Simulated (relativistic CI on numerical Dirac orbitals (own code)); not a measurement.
Energy levels of Al⁴⁺

Calculated at this level of theory: Dirac-Coulomb-Breit CI, separate exchange-only KLI orbitals for each configuration, model QED (radiative potential, 1s self-energy scaled to tabulated hydrogen-like ionisation energies), valence Slater integrals scaled by 0.85, configuration energies shifted to the measured levels that pair with them (semi-empirical) (own radial code, finite nucleus).

Configuration list (outside the closed core 1s2): 2s²2p⁵, 2s2p⁶, 2s²2p⁴3s, 2s²2p⁴3d, 2s²2p⁴4d, 2s²2p⁴3p, 2s²2p⁴4s, 2p⁶3s, 2s²2p⁴4p, 2s2p⁵3s, 2s²2p⁴4f, 2p⁶3p, 2s2p⁵3p, 2p⁶3d, 2s²2p³3s², 2s²2p³3s3p, 2s2p⁵3d, 2s²2p³3p², 2s²2p³3s3d, 2s2p⁵4s, 2s²2p³3p3d, 2s2p⁵4p, 2s2p⁵4d, 2s2p⁴3s², 2s2p⁵4f, 2s²2p³3d². Levels of other configurations are missing.

The lowest level is 2s²2p⁵ ²P°3/2, with 100 % of that term; Hund's rules for 2s²2p⁵ give ²P° with J = 3/2, in agreement.

```csv
No.,Configuration,Term,J,E (cm⁻¹),%,Lifetime (s),jj configuration (%)
1,2s²2p⁵,²P°,3/2,0,100,,2p3/2^3 (100)
2,2s²2p⁵,²P°,1/2,3412,100,1.40e+00,2p1/2 2p3/2^4 (100)
3,2s2p⁶,²S,1/2,358816,99,3.74e-11,2s (99)
4,2s²2p⁴3s,⁴P,5/2,753236,99,2.99e-08,2p3/2^2 3s (70)
5,2s²2p⁴3s,⁴P,3/2,755363,98,1.54e-09,2p1/2 2p3/2^3 3s (81)
6,2s²2p⁴3s,⁴P,1/2,756606,99,6.88e-09,2p3/2^4 3s (38)
7,2s²2p⁴3s,²P,3/2,764268,98,2.00e-11,2p3/2^2 3s (53)
8,2s²2p⁴3s,²P,1/2,766775,99,1.98e-11,2p1/2 2p3/2^3 3s (62)
9,2s²2p⁴3s,²D,5/2,793872,99,5.20e-11,2p1/2 2p3/2^3 3s (70)
10,2s²2p⁴3s,²D,3/2,793902,99,5.19e-11,2p1/2 2p3/2^3 3s (71)
11,2s²2p⁴3p‡,⁴P°,5/2,819456,97,1.79e-09,2p3/2^2 3p3/2 (44)
12,2s²2p⁴3p‡,⁴P°,3/2,820205,97,1.80e-09,2p3/2^2 3p1/2 (42)
13,2s²2p⁴3p‡,⁴P°,1/2,821056,98,1.82e-09,2p1/2 2p3/2^3 3p1/2 (51)
14,2s²2p⁴3p‡,⁴D°,7/2,826548,100,1.25e-09,2p3/2^2 3p3/2 (71)
15,2s²2p⁴3p‡,⁴D°,5/2,827790,92,1.29e-09,2p1/2 2p3/2^3 3p3/2 (47)
16,2s²2p⁴3p‡,⁴D°,3/2,828820,96,1.28e-09,2p1/2 2p3/2^3 3p1/2 (63)
17,2s²2p⁴3p‡,⁴D°,1/2,829370,99,1.28e-09,2p3/2^4 3p1/2 (36)
18,2s²2p⁴3p‡,²D°,5/2,832103,93,1.52e-09,2p1/2 2p3/2^3 3p3/2 (46)
19,2s²2p⁴3s,²S,1/2,832299,97,5.32e-11,2p3/2^2 3s (60)
20,2s²2p⁴3p‡,²D°,3/2,834146,93,1.51e-09,2p1/2 2p3/2^3 3p3/2 (55)
21,2s²2p⁴3p‡,²P°,1/2,835356,50,1.36e-09,2p3/2^2 3p3/2 (77)
22,2s²2p⁴3p‡,⁴S°,3/2,836829,97,8.87e-10,2p1/2 2p3/2^3 3p3/2 (36)
23,2s²2p⁴3p‡,²P°,3/2,837661,92,1.33e-09,2p1/2 2p3/2^3 3p3/2 (42)
24,2s²2p⁴3p‡,²S°,1/2,838267,51,1.38e-09,2p1/2 2p3/2^3 3p3/2 (61)
25,2s²2p⁴3p‡,²F°,5/2,862341,99,1.52e-09,2p1/2 2p3/2^3 3p1/2 (58)
26,2s²2p⁴3p‡,²F°,7/2,862747,100,1.49e-09,2p1/2 2p3/2^3 3p3/2 (71)
27,2s²2p⁴3p‡,²D°,3/2,869824,100,1.11e-09,2p1/2 2p3/2^3 3p3/2 (37)
28,2s²2p⁴3p‡,²D°,5/2,870056,100,1.11e-09,2p1/2 2p3/2^3 3p3/2 (59)
29,2s²2p⁴3p‡,²P°,3/2,881777,97,3.32e-10,2p1/2 2p3/2^3 3p1/2 (47)
30,2s²2p⁴3p‡,²P°,1/2,883212,98,3.30e-10,2p1/2 2p3/2^3 3p3/2 (84)
```

Energies count from the lowest computed level; ° marks odd parity; lifetimes are radiative, by E1, M1, E2 decay to levels of this space only. Filled j subshells are mostly left out of the jj labels. ‡ marks configurations that were not tied to measured data.

The mean weight of the leading LS term, summed over parents, in these 30 levels is 95 %, and that of the leading jj configuration (from the same eigenvectors) 61 %, so LS coupling describes them better.

Configurations whose levels could be paired with our table of measured levels were shifted onto them, all but the ground configuration, by the median error of their levels; single terms can still be off by 1,000 to 2,000 cm⁻¹ or more, and rates follow the energies as ν³ (E1, M1) or ν⁵ (E2). The others borrow a shift and can be off by several thousand cm⁻¹ or more. 28 of the 30 excited levels that our extract of the measured tables holds in this range could be paired (the sources list more); they are missed by 1589 cm⁻¹ on average and 11615 at most, after the shifts were fitted to these levels, and levels without a partner can miss by more.

LS names give the leading component of a level, which can be under half, so a name can repeat, a term be missing and a line seem to break the LS rules.
